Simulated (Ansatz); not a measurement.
Mulliken charges of `[F][Al]1[AlH][Se]1` from PBE/def2-TZVPP in Ansatz (PBE0-D4/def2-TZVP geometry).

```
atom   x (Å)   y (Å)   z (Å)  charge (e)
  F1  -1.312  -2.188   1.294      -0.270
 Al2  -0.513  -0.944   0.573       0.410
 Al3   0.954   0.774  -0.211       0.139
 Se4  -1.181   0.473  -1.166      -0.217
  H5   2.102   1.811  -0.532      -0.062
```

Q: By hand: the dipole of these point charges (1 e Å = 4.8032 D).

A: Σ q r = (0.402, 0.096, 0.142) e Å, of length 0.437 e Å = 2.10 D.

Q: How does the dipole of the full density compare? (Estimate.)

A: Computed: (0.346, 0.164, 0.044) e Å, 1.85 D; the point charges give 1.14 times that, at 17° from its direction.

Point charges leave out the atoms' own dipoles, such as those of lone pairs, and Mulliken's split depends on the basis, so the close match here is no proof of good charges.
